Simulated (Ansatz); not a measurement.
Isolated molecules relaxed with PBE0-D4/def2-TZVP in Ansatz; ΔE leaves out vibrations. CBS: MP2 limit from def2 TZ/QZ plus the TZ coupled-cluster correction, frozen cores. This one scheme is used for every species. DFT in def2-TZVPP. For Ga outer-core shells are correlated without core-valence functions, which leaves a few kJ/mol of doubt a bond. Scalar relativity is left out up to krypton. Each species was taken in one conformer, which may not be the lowest.

Reaction (hydrogenolysis of a C–O bond): `O[CH2][Ga]([OH])[OH]` + H₂ → `[CH3][Ga]([OH])[OH]` + H₂O

`O[CH2][Ga]([OH])[OH]`:

Z-matrix (Å, degrees):
```
C
Ga 1 1.975
O 1 1.414 2 110.3
H 1 1.092 2 110.9 3 119.1
H 1 1.099 2 109.6 3 -123.4
O 2 1.784 1 136.0 3 -159.3
O 2 1.789 1 110.0 3 22.1
H 3 0.961 1 109.3 2 -35.6
H 6 0.959 2 115.2 1 2.4
H 7 0.959 2 115.3 1 179.9
```

H₂:

Cartesian coordinates in Å:
```
H -0.146 0.343 0.006
H 0.146 -0.343 -0.006
```

`[CH3][Ga]([OH])[OH]`:

Cartesian coordinates in Å:
```
C 0.080 0.674 -1.424
Ga -0.014 -0.156 0.328
O 1.175 0.239 1.608
O -1.294 -1.343 0.725
H 0.995 1.257 -1.522
H -0.778 1.333 -1.570
H 0.053 -0.089 -2.203
H 1.047 -0.216 2.442
H -1.263 -1.698 1.615
```

H₂O:

Cartesian coordinates in Å:
```
O -0.208 -0.096 -0.315
H 0.739 0.049 -0.262
H -0.531 0.047 0.577
```

```
        level  ΔE (kcal/mol)
         PBE0          -33.3
CCSD/def2-SVP          -31.4
```

(1) What does CCSD(T)/CBS give? (Estimate.)

Largest T1 diagnostic among the species: 0.014.

Answers

(1) The calculation gave: -34.4 kcal/mol. The listed levels differ from it by 1.1, 3.0 kcal/mol.

Leaving LDA and LC-ωPBE aside and taking each functional with its dispersion term where it has one, the values, not all of them listed here, spread over 5.0 kcal/mol, from PBE-QIDH to revPBE-D4. LDA lies +1.3 kcal/mol from PBE without D4. The D4 term adds +1.2 kcal/mol with B3LYP and +0.6 kcal/mol with PBE0; it sums over pairs of atoms, weighted by their polarisabilities, and B3LYP, whose exchange is more repulsive, gets the larger term.

CCSD(T)/CBS has its own doubt, a few kJ/mol and more with outer-core shells, so smaller differences from it don't rank the levels.

B3LYP here is the variant with VWN-RPA as its local correlation; programs differ in this.
